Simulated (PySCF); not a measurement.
# A thermochemical cycle for RbCa

r²SCAN in PySCF with def2-SVP on every atom (core potentials on Rb), for the lowest determinant that a PBE0 search found; no spin–orbit coupling. RbCa, a doublet (σ ↑), has De = 0.25 eV to neutral atoms, and RbCa⁺, a singlet (closed shell), has De = 0.43 eV to Rb⁺ + Ca.

At the same level the Rb atom ionises at 4.09 eV.

Q: What is the adiabatic ionisation energy of the molecule, and does ionisation strengthen or weaken the bond?

A: IE = IE(Rb) + De(neutral) − De(ion) = 4.09 + 0.25 − 0.43 = 3.91 eV. De changes by +0.18 eV, so ionisation strengthens the bond.

Closed-shell solutions of metal pairs were not tested for spin polarisation, which can lower them a little. Weak bonds: RbCa, RbCa⁺. Basis-set superposition, not corrected here, can be much of De in a small basis, most of all at correlated wavefunction levels. For an ion De counts to the pair picked by the measured ionisation energies or electron affinities, which need not be the lowest pair at this level. States were picked by a PBE0 search and need not be the measured ground states.
